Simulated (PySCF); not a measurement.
Write Cartesian coordinates for `CC#C[SiH2]F` as optimised with GFN2-xTB.

```
atom  x, y, z in Å
C1    -2.233   -0.118   -0.238
C2    -0.799   -0.017   -0.099
C3     0.398    0.065    0.020
Si4    2.224    0.193    0.197
F5     2.743   -1.159    0.906
H6    -2.677    0.877   -0.255
H7    -2.650   -0.679    0.599
H8    -2.483   -0.632   -1.166
H9     2.598    1.262    1.113
H10    2.888    0.213   -1.099
```

Any rigid rotation of these coordinates is as good. Atoms count from 1 in this order. The 5 heavy atoms lie in one plane (0.000 Å rms). Si4 (fluorine-bound silicon) is distorted tetrahedral (angles from 104.8° to 115.6°). The 2 C–C bonds span 1.205 Å (C2≡C3, drawn triple) to 1.444 Å (C1–C2, drawn single), a spread of 0.239 Å.

Bonds between heavy atoms (Å): C1–C2 1.444, C2≡C3 1.205, C3–Si4 1.839, Si4–F5 1.612.

Structure optimised with GFN2-xTB, isolated species.

No frequency check.

These are computed values.
